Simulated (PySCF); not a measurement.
**Electron correlation in Pt (platinum, neutral)**

[Xe] 4f14 5d10, closed-shell 1S (an excited configuration). Computed with PySCF 2.14 in def2-TZVPPD with the def2 core potential (60 electrons) (6s5p3d2f1g, 59 functions), with scalar relativity through the core potential. Frozen: 5s2 5p6; 10 electrons correlated.

| level | correlation energy (mhartree) |
| --- | --- |
| CCSD | -308.32 |
| (T) | -15.17 |
| CCSD(T) | -323.49 |

Diagnostics: T1 = 0.0043, D1 = 0.0061, largest double amplitude 0.030.

Cost of the coupled-cluster step: roughly 4 core-seconds, for 10 correlated electrons.
